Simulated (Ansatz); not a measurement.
`[SiH3][O][Ti]([Cl])([Cl])[Cl]`. Charge 0, multiplicity 1. All single points use the PBE0-D4/def2-TZVP geometry. It is one conformer, not always the lowest.

```xyz
9

Si   -0.150    0.674   -1.636
O    -0.011    0.049   -0.106
Ti    0.137   -0.616    1.498
Cl    2.253   -0.806    1.987
Cl   -0.820   -2.574    1.537
Cl   -0.841    0.728    2.908
H    -0.877   -0.310   -2.473
H     1.213    0.908   -2.166
H    -0.904    1.947   -1.548
```

(1) What is the dipole moment at B3LYP/def2-TZVPP? (Estimate.)

(2) And with PBE, r2SCAN, ωB97M-V? (Best estimate.)

(3) Give the Mulliken charges with B3LYP, PBE, r2SCAN in def2-TZVPP. (An estimate is asked.)

Answers

(1) Computed: 2.40 D, with components (-0.20, 0.91, -2.21) D in this frame, pointing from negative to positive charge.

(2) The calculation gave: PBE 2.43 D, r2SCAN 2.43 D, ωB97M-V 2.38 D.

(3) Ansatz gave: 
```tsv
atom	B3LYP	PBE	r2SCAN
Si1	0.37	0.31	0.41
O2	-0.59	-0.50	-0.59
Ti3	0.98	0.86	0.97
Cl4	-0.21	-0.19	-0.21
Cl5	-0.21	-0.19	-0.21
Cl6	-0.21	-0.19	-0.21
H7	-0.05	-0.04	-0.05
H8	-0.05	-0.04	-0.05
H9	-0.05	-0.04	-0.05
```

B3LYP here is the variant with VWN-RPA as its local correlation; programs differ in this.
